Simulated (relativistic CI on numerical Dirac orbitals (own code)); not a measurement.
**What each ingredient does to the levels of Ir XXVII**

Base calculation: Dirac-Coulomb-Breit CI, KLI orbitals optimised for each configuration, model QED, unscaled Slater integrals.

Configuration list (outside the closed core [Ar] 3d10 4p6 4d10): 4s²4f⁵, 4s²4f⁴5s, 4s²4f³5s², 4s²4f⁴5p, 4s²4f³5s5p, 4s²4f³5p², 4s4f⁶, 4s²4f⁴6s. Levels of other configurations are missing.

Variants: (1) valence Slater integrals scaled by 0.9; (2) Breit term removed; (3) non-relativistic limit. Shifts of the energy above 4s²4f⁵ ⁶H°5/2, in cm⁻¹, for the lowest level and the first level of each name with at least 55 % of one term (blank where a level changes its place among those of its configuration and J or its character, or is not in the variant):

| Level | Base | Δ(1) | Δ(2) | Δ(3) |
| --- | --- | --- | --- | --- |
| 4s²4f⁵ ⁶H°5/2 | 0.0 | 0.0 | 0.0 | 0.0 |
| 4s²4f⁵ ⁶H°7/2 | 14203.1 | +1035.5 | +1345.9 | -14203.1 |
| 4s²4f⁵ ⁶H°9/2 | 26494.8 | +1270.6 | +2474.1 | -26494.8 |
| 4s²4f⁵ ⁶F°3/2 | 30405.0 | -804.2 | +1031.7 | -15724.6 |
| 4s²4f⁵ ⁶F°1/2 | 32232.7 | -350.6 | +1353.6 | -17552.4 |
| 4s²4f⁵ ⁶H°11/2 | 36534.6 | +897.3 | +3308.3 | -36534.6 |
| 4s²4f⁵ ⁶F°7/2 | 42036.1 | -586.0 | +2040.7 | -27355.7 |
| 4s²4f⁵ ⁶H°13/2 | 44491.6 | +102.3 | +3936.8 | -44491.6 |
| 4s²4f⁵ ⁶F°9/2 | 53728.1 | -743.1 | +2994.0 | -39047.7 |
| 4s²4f⁵ ⁶F°11/2 | 64318.7 | -1267.2 | +3731.3 | -49638.3 |
| 4s²4f⁵ ⁴F°3/2 | 66978.9 | -2272.4 | +1962.2 | -15174.1 |
| 4s²4f⁵ ⁴I°9/2 | 70936.6 | -3645.4 | +2204.9 | -19699.6 |
| 4s²4f⁵ ⁴M°17/2 | 78346.0 | -3423.5 | +4809.6 | -26514.7 |
| 4s²4f⁵ ²P°1/2 | 84377.3 | -5053.4 | +1396.8 |  |
| 4s²4f⁵ ⁴M°19/2 | 89819.9 | -3849.7 | +6102.3 | -37988.6 |
| 4s²4f⁵ ⁴F°5/2 | 93910.3 | -3208.1 | +3038.0 |  |
| 4s²4f⁵ ⁴M°21/2 | 95053.3 | -4530.0 | +6911.7 | -43222.0 |
| 4s²4f⁵ ⁴K°17/2 | 112060.6 | -3932.6 | +6142.8 |  |
| 4s²4f⁵ ⁴G°5/2 | 115285.4 | -5797.2 | +2926.5 |  |
| 4s²4f⁵ ⁴K°15/2 | 119206.8 | -4177.0 | +5775.1 |  |
| 4s²4f⁵ ⁴P°1/2 | 123341.5 | -4920.1 | +3309.7 | -47034.5 |
| 4s²4f⁵ ²N°19/2 | 126935.1 | -5410.3 | +6835.3 | -39933.1 |

At this charge energies of transitions that change n are usually good to better than 1 %, and those within a shell (Δn = 0) to a few per cent. Terms inside the open d or f shell come out 10 to 20 % too wide with unscaled integrals.

Ionisation energy from the two ground configurations alone: base 848.811 eV. The NIST ASD value (theoretical) is 870 eV. The gap of more than 2 % comes from missing correlation, or from a tabulated value that is itself an estimate.

LS names give the leading component of a level, which can be under half, so a name can repeat, a term be missing and a line seem to break the LS rules.
